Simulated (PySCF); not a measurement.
C₄H₅F, SMILES C=C/C=C/F.

The structure is a stationary point at r2SCAN-D4/def2-SVP. The values are those of a single conformer.

The numbers are results of PySCF with PBE/def2-TZVP, not measurements.

Gas-phase values at a fixed geometry.

Computed frontier levels, gap, dipole moment and polarisability:
```
Property                                                                                                       Result
---------------------------------------------------------------------------------------------  ----------------------
highest occupied level                                                                                       -5.66 eV
lowest empty level                                                                                           -1.79 eV
orbital gap                                                                                                   3.87 eV
dipole moment                                                                                                  0.95 D
quadrupole, principal values (traceless, Buckingham form, about the centre of nuclear charge)  -3.75, -2.30, 6.05 D·Å
mean static polarisability                                                                       55.4 bohr³ (8.20 Å³)
polarisability, principal values                                                               31.0, 45.0, 90.1 bohr³
```
